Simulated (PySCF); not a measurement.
C₂H₈N₂, charge -1, doublet, geometry from GFN2-xTB of the parent state (a state made from the parent by changing its charge; the spin is typed, not shown lowest) (in this run its highest filled SCF level lies above zero, so its values depend strongly on the basis, on diffuse functions most of all); MP2/STO-3G in PySCF.

The PySCF input:
```python
from pyscf import gto, scf, mp

mol = gto.M(
    atom='''
N     1.803892    0.386268   -0.224428
C     0.556944    0.177002    0.492213
C    -0.554922   -0.184469   -0.491756
N    -1.759348   -0.550724    0.234509
H     2.552318    0.599947    0.425329
H     1.714755    1.170961   -0.862384
H     0.238868    1.053641    1.084956
H     0.696963   -0.659102    1.180802
H    -0.234142   -1.049638   -1.076059
H    -0.702784    0.659142   -1.189946
H    -2.493257   -0.818000   -0.411963
H    -2.096663    0.239043    0.775954
''',
    basis='sto-3g',
    charge=-1,
    spin=1,
    verbose=4,
)

mf = scf.UHF(mol)
mf.kernel()

pt = mp.MP2(mf)
pt.kernel()
print('E(MP2) = %.10f' % pt.e_tot)
```

The log (banner, timings and long lists left out):

```
PySCF version 2.14.0

[INPUT] verbose = 4
[INPUT] num. atoms = 12
[INPUT] num. electrons = 35
[INPUT] charge = -1
[INPUT] spin (= nelec alpha-beta = 2S) = 1
[INPUT] symmetry False subgroup None
[INPUT] Mole.unit = angstrom
[INPUT] Symbol           X                Y                Z      unit          X                Y                Z       unit  Magmom
[INPUT]  1 N      1.803892000000   0.386268000000  -0.224428000000 AA    3.408861838294   0.729940730683  -0.424107454684 Bohr   0.0
[INPUT]  2 C      0.556944000000   0.177002000000   0.492213000000 AA    1.052471626720   0.334485303500   0.930147764951 Bohr   0.0
[INPUT]  3 C     -0.554922000000  -0.184469000000  -0.491756000000 AA   -1.048650600496  -0.348595888472  -0.929284160112 Bohr   0.0
[INPUT]  4 N     -1.759348000000  -0.550724000000   0.234509000000 AA   -3.324685877801  -1.040717530225   0.443157783746 Bohr   0.0
[INPUT]  5 H      2.552318000000   0.599947000000   0.425329000000 AA    4.823182002798   1.133735519254   0.803755322835 Bohr   0.0
[INPUT]  6 H      1.714755000000   1.170961000000  -0.862384000000 AA    3.240417320729   2.212795592547  -1.629669574207 Bohr   0.0
[INPUT]  7 H      0.238868000000   1.053641000000   1.084956000000 AA    0.451395099923   1.991092923613   2.050269697204 Bohr   0.0
[INPUT]  8 H      0.696963000000  -0.659102000000   1.180802000000 AA    1.317069188955  -1.245522268153   2.231392387339 Bohr   0.0
[INPUT]  9 H     -0.234142000000  -1.049638000000  -1.076059000000 AA   -0.442464254258  -1.983528349936  -2.033456803873 Bohr   0.0
[INPUT] 10 H     -0.702784000000   0.659142000000  -1.189946000000 AA   -1.328069284726   1.245597857198  -2.248672043022 Bohr   0.0
[INPUT] 11 H     -2.493257000000  -0.818000000000  -0.411963000000 AA   -4.711572888155  -1.545795969894  -0.778497243454 Bohr   0.0
[INPUT] 12 H     -2.096663000000   0.239043000000   0.775954000000 AA   -3.962118845509   0.451725801994   1.466340545261 Bohr   0.0

nuclear repulsion = 132.411924682147
number of shells = 20
number of NR pGTOs = 84
number of NR cGTOs = 28
basis = sto-3g
ecp = {}

******** <class 'pyscf.scf.uhf.UHF'> ********
method = UHF
initial guess = minao
damping factor = 0
level_shift factor = 0
DIIS = <class 'pyscf.scf.diis.CDIIS'>
diis_start_cycle = 1
diis_space = 8
diis_damp = 0
SCF conv_tol = 1e-09
SCF conv_tol_grad = None
SCF max_cycles = 50
direct_scf = True
direct_scf_tol = 1e-13
number electrons alpha = 18  beta = 17
Set gradient conv threshold to 3.16228e-05
init E= -187.501804946861

cycle= 1 E= -186.26795581753  delta_E= 1.23  |g|= 0.374  |ddm|=  3.7
cycle= 2 E= -186.364329147904  delta_E= -0.0964  |g|= 0.0671  |ddm|= 0.714
cycle= 3 E= -186.368036726637  delta_E= -0.00371  |g|= 0.0173  |ddm|= 0.142
cycle= 4 E= -186.368578145217  delta_E= -0.000541  |g|= 0.0057  |ddm|= 0.101
cycle= 5 E= -186.368717889768  delta_E= -0.00014  |g|= 0.00295  |ddm|= 0.074
cycle= 6 E= -186.368773374528  delta_E= -5.55e-05  |g|= 0.00193  |ddm|= 0.0509
cycle= 7 E= -186.368801710978  delta_E= -2.83e-05  |g|= 0.00137  |ddm|= 0.039
cycle= 8 E= -186.368819093521  delta_E= -1.74e-05  |g|= 0.00103  |ddm|= 0.0316
cycle= 9 E= -186.368835219975  delta_E= -1.61e-05  |g|= 0.000618  |ddm|= 0.0423
cycle= 10 E= -186.368841811378  delta_E= -6.59e-06  |g|= 0.000228  |ddm|= 0.0362
cycle= 11 E= -186.36884237506  delta_E= -5.64e-07  |g|= 7.48e-05  |ddm|= 0.0116
cycle= 12 E= -186.368842397266  delta_E= -2.22e-08  |g|= 2.05e-05  |ddm|= 0.00153
cycle= 13 E= -186.368842398616  delta_E= -1.35e-09  |g|= 6.96e-06  |ddm|= 0.000247
cycle= 14 E= -186.368842398786  delta_E= -1.7e-10  |g|= 2.85e-06  |ddm|= 9.98e-05
Extra cycle  E= -186.368842398804  delta_E= -1.83e-11  |g|= 1.89e-06  |ddm|= 1.89e-05
converged SCF energy = -186.368842398804  <S^2> = 0.76090574  2S+1 = 2.0108762

******** <class 'pyscf.mp.ump2.UMP2'> ********
nocc = (np.int64(18), np.int64(17)), nmo = (28, 28)
E(UMP2) = -186.574653220538  E_corr = -0.205810821734117
E(SCS-UMP2) = -186.590439667084  E_corr = -0.221597268280206
E_corr(same-spin) = -0.0292796743854617
E_corr(oppo-spin) = -0.176531147348655
E(MP2) = -186.5746532205
```
